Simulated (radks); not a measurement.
Question: Valence configurations of Ti II (all share [Ar]). All-electron calculation, non-relativistic Kohn-Sham, SCAN, spin-unpolarised, spherical densities, point nucleus; meta-GGA in the generalised Kohn-Sham scheme. Program: a radial shooting solver on a logarithmic mesh with Libxc functionals. Order these by energy: 3d0.5 4s2 4p0.5; 3d2.5 4p0.5; 3d1 4p2; 3d2 4s1; 4p3; 3d1.5 4s1 4p0.5; 3d1 4s1 4p1; 4s2 4p1; 3d3.

Answer: From the lowest, in eV above it: 3d3 0.000; 3d2 4s1 0.099; 3d2.5 4p0.5 1.550; 3d1.5 4s1 4p0.5 2.938; 3d1 4s1 4p1 6.759; 3d0.5 4s2 4p0.5 7.099; 3d1 4p2 11.000; 4s2 4p1 12.963; 4p3 22.672. NIST lists [Ar] 3d2 4s1 as the ground configuration; this level of theory puts 3d3 lower, by 0.099 eV. The energies are those of spherical spin-averaged densities, not of single terms. No valid solution was reached for [Ar] 3d1 4s2.
